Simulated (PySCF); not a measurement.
A geometry optimisation, step by step.

CH₅F₂NSi.
Numbering: `[CH3:1][NH:2][SiH:3]([F:4])[F:5]` (hydrogens: H6, H7, H8 on C1; H9 on N2; H10 on Si3)

Computed by this run: PBE0-D3(BJ)/def2-SVP geometry optimisation, gas phase (PySCF 2.14.0); density fitting, grid level 1; the optimiser is geomeTRIC in internal coordinates, started from a GFN2-xTB structure with every atom displaced at random (about 0.01 Å). The frame can shift and turn from step to step; on so coarse a grid that alone can change the energy by a few meV, and forces under 0.02 eV/Å are noise.

Step 0: E = -15903.5201 eV, largest atomic force 2.283 eV/Å
```
atom  x, y, z in Å  |  force x, y, z in eV/Å
C1      1.400    0.321   -0.130   -1.718   1.497   0.134
N2      0.180   -0.044    0.583    0.492  -0.477  -0.044
Si3    -1.356   -0.317   -0.130    1.810   0.716   0.341
F4     -2.324   -0.436    1.096   -1.333  -0.410   1.451
F5     -1.755    1.003   -0.920   -0.193   0.696  -0.714
H6      1.951   -0.514   -0.481    0.957  -1.225  -0.505
H7      2.028    0.952    0.509    0.229   0.051   0.042
H8      1.109    0.944   -1.005    0.253  -0.204   0.237
H9      0.397   -0.510    1.469   -0.385   0.156  -0.286
H10    -1.581   -1.420   -1.012   -0.112  -0.800  -0.655
```

Step 1: E = -15903.6545 eV, largest atomic force 0.670 eV/Å
```
atom  x, y, z in Å  |  force x, y, z in eV/Å
C1      1.302    0.357   -0.380    0.519  -0.422   0.023
N2      0.315   -0.096    0.568   -0.344   0.008   0.289
Si3    -1.325   -0.310    0.177   -0.139  -0.204  -0.257
F4     -2.250   -0.459    1.505    0.462   0.227  -0.325
F5     -1.771    0.972   -0.707   -0.070  -0.060   0.237
H6      1.918   -0.481   -0.792   -0.211   0.335   0.101
H7      1.997    1.083    0.076   -0.065   0.013  -0.060
H8      0.811    0.855   -1.222   -0.068   0.114  -0.134
H9      0.683   -0.468    1.434    0.016  -0.007   0.051
H10    -1.633   -1.477   -0.681   -0.100  -0.004   0.075
```

Step 2: E = -15903.6959 eV, largest atomic force 0.142 eV/Å
```
atom  x, y, z in Å  |  force x, y, z in eV/Å
C1      1.327    0.356   -0.375    0.027  -0.072  -0.042
N2      0.302   -0.107    0.534    0.083  -0.036   0.031
Si3    -1.336   -0.327    0.147   -0.071   0.020  -0.048
F4     -2.174   -0.423    1.523    0.117   0.053  -0.059
F5     -1.824    0.963   -0.697    0.005  -0.077   0.037
H6      1.962   -0.459   -0.776   -0.067   0.052   0.033
H7      1.994    1.089    0.108   -0.032   0.020   0.004
H8      0.862    0.865   -1.232    0.003   0.015  -0.001
H9      0.653   -0.474    1.411   -0.061  -0.009   0.036
H10    -1.718   -1.507   -0.662   -0.006   0.034   0.008
```

Step 3: E = -15903.6988 eV, largest atomic force 0.090 eV/Å
```
atom  x, y, z in Å  |  force x, y, z in eV/Å
C1      1.325    0.352   -0.375    0.012   0.026   0.035
N2      0.305   -0.118    0.535    0.036  -0.044  -0.069
Si3    -1.330   -0.328    0.138   -0.036   0.039   0.051
F4     -2.148   -0.393    1.526   -0.027  -0.011   0.024
F5     -1.813    0.959   -0.709    0.005  -0.018  -0.025
H6      1.960   -0.457   -0.779    0.016  -0.016  -0.004
H7      1.984    1.089    0.110    0.008   0.009  -0.010
H8      0.855    0.863   -1.229    0.000  -0.007   0.013
H9      0.643   -0.484    1.418   -0.016   0.018  -0.010
H10    -1.734   -1.508   -0.657    0.001   0.004  -0.005
```

Step 4: E = -15903.6996 eV, largest atomic force 0.075 eV/Å
```
atom  x, y, z in Å  |  force x, y, z in eV/Å
C1      1.334    0.351   -0.375   -0.050   0.051   0.006
N2      0.302   -0.122    0.520    0.042  -0.058  -0.020
Si3    -1.338   -0.328    0.139    0.017   0.049  -0.007
F4     -2.141   -0.381    1.536   -0.026  -0.015   0.026
F5     -1.826    0.952   -0.714    0.003   0.010  -0.022
H6      1.973   -0.456   -0.775    0.016  -0.022  -0.002
H7      1.988    1.087    0.120    0.005  -0.003  -0.001
H8      0.874    0.867   -1.231    0.003  -0.009  -0.003
H9      0.635   -0.486    1.405   -0.009   0.009   0.016
H10    -1.754   -1.509   -0.646   -0.001  -0.012   0.007
```

Step 5: E = -15903.7001 eV, largest atomic force 0.048 eV/Å
```
atom  x, y, z in Å  |  force x, y, z in eV/Å
C1      1.334    0.349   -0.375   -0.022   0.029   0.005
N2      0.303   -0.126    0.520    0.005  -0.046  -0.011
Si3    -1.338   -0.325    0.140    0.015   0.020  -0.008
F4     -2.145   -0.375    1.535   -0.008   0.000   0.006
F5     -1.819    0.954   -0.720    0.003   0.008  -0.006
H6      1.975   -0.458   -0.775    0.004  -0.006   0.004
H7      1.987    1.087    0.120    0.001  -0.003   0.001
H8      0.873    0.863   -1.231    0.002  -0.008  -0.005
H9      0.634   -0.487    1.408    0.001   0.012   0.007
H10    -1.757   -1.507   -0.643   -0.001  -0.007   0.007
```

Step 6: E = -15903.7006 eV, largest atomic force 0.047 eV/Å
```
atom  x, y, z in Å  |  force x, y, z in eV/Å
C1      1.335    0.343   -0.374    0.022   0.000   0.000
N2      0.305   -0.140    0.517   -0.040  -0.025   0.005
Si3    -1.339   -0.318    0.139    0.005  -0.019   0.002
F4     -2.149   -0.350    1.534    0.006   0.014  -0.017
F5     -1.801    0.958   -0.736   -0.002   0.007   0.009
H6      1.983   -0.461   -0.769   -0.006   0.012   0.008
H7      1.982    1.086    0.122   -0.003   0.000   0.000
H8      0.874    0.852   -1.232    0.002  -0.004  -0.005
H9      0.629   -0.491    1.411    0.016   0.012  -0.006
H10    -1.772   -1.504   -0.632    0.001   0.003   0.005
```

Step 7: E = -15903.7009 eV, largest atomic force 0.039 eV/Å
```
atom  x, y, z in Å  |  force x, y, z in eV/Å
C1      1.337    0.339   -0.372    0.029  -0.008  -0.002
N2      0.305   -0.150    0.514   -0.036  -0.011   0.006
Si3    -1.340   -0.315    0.136   -0.001  -0.020   0.008
F4     -2.151   -0.333    1.531    0.008   0.012  -0.019
F5     -1.790    0.961   -0.745   -0.003   0.004   0.009
H6      1.993   -0.461   -0.762   -0.007   0.012   0.008
H7      1.976    1.087    0.126   -0.005   0.003   0.000
H8      0.877    0.842   -1.235    0.000  -0.002  -0.003
H9      0.626   -0.493    1.412    0.014   0.007  -0.008
H10    -1.785   -1.501   -0.626    0.003   0.004   0.000
```

Step 8: E = -15903.7011 eV, largest atomic force under 0.02 eV/Å
```
atom  x, y, z in Å  |  force x, y, z in eV/Å
C1      1.339    0.336   -0.369    0.015  -0.007  -0.002
N2      0.304   -0.158    0.511   -0.011   0.000   0.004
Si3    -1.342   -0.314    0.133   -0.004  -0.005   0.009
F4     -2.154   -0.321    1.527    0.005   0.003  -0.010
F5     -1.783    0.963   -0.751   -0.003  -0.001   0.003
H6      2.004   -0.460   -0.751   -0.002   0.005   0.005
H7      1.968    1.091    0.130   -0.004   0.005  -0.001
H8      0.882    0.832   -1.239    0.000  -0.001  -0.001
H9      0.624   -0.494    1.412    0.003  -0.001  -0.003
H10    -1.794   -1.500   -0.625    0.003   0.002  -0.004
```

Task: Summarise the path.

Result: The energy falls by 4.17 kcal/mol from step 0 to step 8; nine tenths of that is first reached at step 2. It falls at every step. The largest force goes from 2.283 to under 0.02 eV/Å. Among the bonds Si3–H10 changes most (a near tie, within 0.001 Å, with another), from 1.430 to 1.478 Å; the atoms move by 0.109 Å rms after alignment.

Task: Follow the three bonds and two angles with the largest change from start to end.

Result: 
```
step  E above end (kcal/mol)  largest force (eV/Å)  Si3–H10 (Å)  Si3–F4 (Å)  C1–H6 (Å)  C1–N2–H9 (°)  N2–Si3–F4 (°)
   0                    4.17                 2.283        1.430       1.566      1.060         111.1          103.9
   1                    1.07                 0.670        1.482       1.625      1.119         115.5          111.9
   2                    0.12                 0.142        1.481       1.615      1.108         114.5          108.3
   3                    0.05                 0.090        1.479       1.612      1.105         115.5          107.0
   4                    0.03                 0.075        1.478       1.612      1.104         115.1          106.9
   5                    0.02                 0.048        1.479       1.612      1.105         115.3          107.1
   6                    0.01                 0.047        1.479       1.613      1.106         115.6          107.2
   7                    0.00                 0.039        1.479       1.613      1.106         115.6          107.2
   8                    0.00            under 0.02        1.478       1.613      1.105         115.4          107.3
```

What follows is the cost of the whole optimisation. Hardware: an Arm Neoverse V1 with one thread, no GPU, shared host with 32 logical CPUs at a one-minute load of 29. Cost: 30 s wall, 0.40 GiB resident at most.
